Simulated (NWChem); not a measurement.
Molecule: WS2Cl2; SMILES [S]=[W](=[S])([Cl])[Cl]

def2 effective core potentials on W; no spin-orbit coupling.

Give the equilibrium geometry at PBE0/def2-SVP with def2 effective core potentials on W (NWChem) as a list of bonds and angles, with the point group.

point group C2v; any orientation.
Bond lengths (Å): W1–S2 2.116, W1–S3 2.116, W1–Cl4 2.259, W1–Cl5 2.259. Bond angles (°): S2–W1–S3 107.4, S2–W1–Cl4 108.7, S2–W1–Cl5 108.7, S3–W1–Cl4 108.7, S3–W1–Cl5 108.7, Cl4–W1–Cl5 114.5.
